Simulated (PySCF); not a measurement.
Isomers of C6H11NO. Level of theory: PySCF 2.14.0, density-fitted response routines, TDDFT PBE0/def2-SVPD, vertical, gas phase, core orbitals frozen in the response. Geometries: GFN2-xTB; one conformer of each isolated species. Triplets are in the Tamm–Dancoff approximation.

Task: Rank by computed HOMO–LUMO gap, lowest first.
A. `CCO[C@H](C#N)CC`
B. `C=C[C@H](C)CNC=O`
C. `C=NC(=O)CCCC`
D. `CNC(=O)CC1CC1`
E. `C=CC(=O)N(CC)C`
F. `[H]/N=C1\CC[C@@H](OC)C1`

Result: E (5.99 eV), C (6.20 eV), F (6.97 eV), B (7.32 eV), D (7.62 eV), A (8.51 eV).

```json
{"SMILES": "C=CC(=O)N(C)CC", "gap (eV)": "5.99", "f (S1)": "0.001", "S1 (eV)": "4.59", "α (au)": "85.8", "first f ≥ 0.01 (nm)": "242", "S1 mainly": "H-1→L (91%)"}
{"SMILES": "C=NC(=O)CCCC", "gap (eV)": "6.20", "f (S1)": "0.001", "S1 (eV)": "4.41", "α (au)": "84.3", "first f ≥ 0.01 (nm)": "181", "S1 mainly": "H→L (90%)"}
{"SMILES": "[H]/N=C1\\CC[C@@H](OC)C1", "gap (eV)": "6.97", "f (S1)": "0.002", "S1 (eV)": "5.10", "α (au)": "81.4", "first f ≥ 0.01 (nm)": "184", "S1 mainly": "H→L (92%)"}
{"SMILES": "C=C[C@H](C)CNC=O", "gap (eV)": "7.32", "f (S1)": "0.001", "S1 (eV)": "5.83", "α (au)": "85.2", "first f ≥ 0.01 (nm)": "195", "S1 mainly": "H→L+2 (38%)"}
{"SMILES": "CNC(=O)CC1CC1", "gap (eV)": "7.62", "f (S1)": "0.001", "S1 (eV)": "5.77", "α (au)": "81.1", "first f ≥ 0.01 (nm)": "174", "S1 mainly": "H→L+1 (52%)"}
{"SMILES": "CCO[C@H](C#N)CC", "gap (eV)": "8.51", "f (S1)": "0.003", "S1 (eV)": "7.04", "α (au)": "81.0", "first f ≥ 0.01 (nm)": "154", "S1 mainly": "H→L (87%)"}
```

H and L stand for HOMO and LUMO.

- `C=CC(=O)N(C)CC`: Löwdin shares by element: HOMO nitrogen 41%, oxygen 26%, carbon 13% or more (atoms not listed hold the other 20%); LUMO carbon 68% or more, oxygen 10% (atoms not listed hold the other 23%).
- `C=NC(=O)CCCC`: Löwdin shares by element: HOMO oxygen 48%, nitrogen 21%, carbon 16% or more; LUMO carbon 40% or more, nitrogen 35%, hydrogen 15% or more.
- `[H]/N=C1\CC[C@@H](OC)C1`: Löwdin shares by element: HOMO nitrogen 49%, carbon 19% or more, oxygen 9% (atoms not listed hold the other 23%); LUMO carbon 48% or more, nitrogen 27% (atoms not listed hold the other 25%).
- `C=C[C@H](C)CNC=O`: Löwdin shares by element: HOMO oxygen 49%, nitrogen 18%, carbon 15% or more (atoms not listed hold the other 18%); LUMO carbon 67% or more, hydrogen 12% or more (atoms not listed hold the other 20%).
- `CNC(=O)CC1CC1`: Löwdin shares by element: HOMO oxygen 61%, carbon 18% or more, nitrogen 7%; LUMO carbon 35% or more, hydrogen 9% or more (atoms not listed hold the other 57%).
- `CCO[C@H](C#N)CC`: Löwdin shares by element: HOMO oxygen 58%, carbon 13% or more, hydrogen 12% or more (atoms not listed hold the other 16%); LUMO carbon 34% or more, nitrogen 22%, hydrogen 9% or more (atoms not listed hold the other 35%).
